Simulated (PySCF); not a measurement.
Work out the structure from these simulated measurements.

Formula: C12H6N2.

* Rotational structure: rotational constants A, B, C: 0.907, 0.627, 0.435 GHz [PBE0-D3(BJ)/def2-SVP]
* 1H NMR: chemical shifts (computed TMS as zero) by class: 7.61 (2 H), 7.35 (1 H), 4.58 (1 H), 4.57 (1 H), 3.96 (1 H) ppm [GIAO PBE0/pcSseg-1]
* UV, strongest line: among the 10 lowest singlet transitions: S9 at 5.77 eV (215 nm, f = 0.299) [TDDFT B3LYP/def2-SVPD]
* Couplings: largest of the computed one-bond spin–spin couplings (means over like bonds): 13C–1H +279.3, 13C–1H +193.9, 13C–1H +192.7 (×2), 13C–1H +155.0, 13C–1H +153.8 Hz [B3LYP/pcJ-1, spin–dipole term left out]
* Triplet: lowest triplet excitation (Tamm–Dancoff): 2.83 eV [TDA B3LYP/def2-SVPD]
* 13C NMR: chemical shifts (computed TMS as zero) by class: 164.0 (2 C), 156.3 (1 C), 144.4 (1 C), 135.8 (2 C), 120.2 (2 C), 101.1 (1 C), 80.9 (1 C), 59.1 (1 C), 58.0 (1 C) ppm [GIAO PBE0/pcSseg-1]

Electronic properties: PySCF, gas phase, density fitting. Levels stand in brackets. NMR shifts are as computed; neighbouring signals can stand in another order in a measured spectrum. Geometry: PBE0-D3(BJ)/def2-SVP; no solvent, vibrations or thermal averaging. Each NMR value is the plain mean over a class of atoms that symmetry, rotation or inversion makes alike.

Task: Propose a structure and show how it fits.

Result: Numbering: `[CH:1]#[C:2][C:3]1=[CH:4][C@H:5]2[C:6]([C:7]#[N:8])=[CH:9][C@@H:10]1[CH:11]=[C:12]2[C:13]#[N:14]`. Its formula, C12H6N2, gives 11 degrees of unsaturation: 2 rings and 9 π bonds in the structure found. 12 carbons fall into 9 classes; from least to most shielded: alkene CH carbon [C9/C11] (164.0 ppm, 2 C), alkene CH carbon [C4] (156.3 ppm), fully substituted alkene carbon [C3] (144.4 ppm), fully substituted alkene carbon [C6/C12] (135.8 ppm, 2 C), nitrile carbon [C7/C13] (120.2 ppm, 2 C), terminal alkyne carbon [C1] (101.1 ppm), alkyne carbon [C2] (80.9 ppm), sp3 carbon at a ring junction [C10] (59.1 ppm), sp3 carbon at a ring junction [C5] (58.0 ppm). Hydrogen classes from least to most shielded: 2 H on 2 alkene CH carbons, C9/C11 (7.61 ppm), 1 H on an alkene CH carbon, C4 (7.35 ppm), 1 H on an sp3 carbon at a ring junction, C10 (4.58 ppm), 1 H on an sp3 carbon at a ring junction, C5 (4.57 ppm), 1 H on a terminal alkyne carbon, C1 (3.96 ppm). The couplings run between: +279.3 Hz, terminal alkyne carbon [C1] and its hydrogen; +193.9 Hz, alkene CH carbon [C4] and its hydrogen; +192.7 Hz, alkene CH carbon [C9] and its hydrogen (with 1 like pair); +155.0 Hz, sp3 carbon at a ring junction [C5] and its hydrogen; +153.8 Hz, sp3 carbon at a ring junction [C10] and its hydrogen. The optimised geometry has point group Cs and is an asymmetric top. Structure: `C#CC1=C[C@H]2C(C#N)=C[C@@H]1C=C2C#N`. The assignments are read from this structure; whether some other isomer fits the data as well wasn't checked.
